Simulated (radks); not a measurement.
Values are calculated unless marked as measured or tabulated.
Charge is removed step by step from the 5s level of Sn+, starting from [Kr] 4d10 5s2 5p1. Code: a radial shooting solver on a logarithmic mesh with Libxc functionals. Model: scalar-relativistic Kohn-Sham, PBE, spin-unpolarised, spherical densities, finite nucleus; Fermi nuclear charge, rms radius 4.6519 fm.

removed (e),E - E(0) (eV),eigenvalue (eV),E minus straight line (eV)
0,0.000,-17.811,0.000
0.125,2.295,-18.913,-0.496
0.25,4.728,-20.029,-0.853
0.375,7.302,-21.156,-1.070
0.5,10.017,-22.296,-1.145
0.625,12.875,-23.448,-1.077
0.75,15.878,-24.610,-0.864
0.875,19.027,-25.783,-0.506
1,22.323,-26.967,0.000

Removing the whole electron costs 22.323 eV by Delta-SCF, against 17.811 eV from minus the eigenvalue at the starting occupation. Slater's transition state (half an electron removed) gives 22.296 eV. Integrating minus the eigenvalue over the occupation (Janak's theorem) gives 22.327 eV. In this scalar-relativistic scheme the density is built from large components alone, so the theorem holds only approximately. The mean slope of the eigenvalue, de/dn, is 9.16 eV per electron.
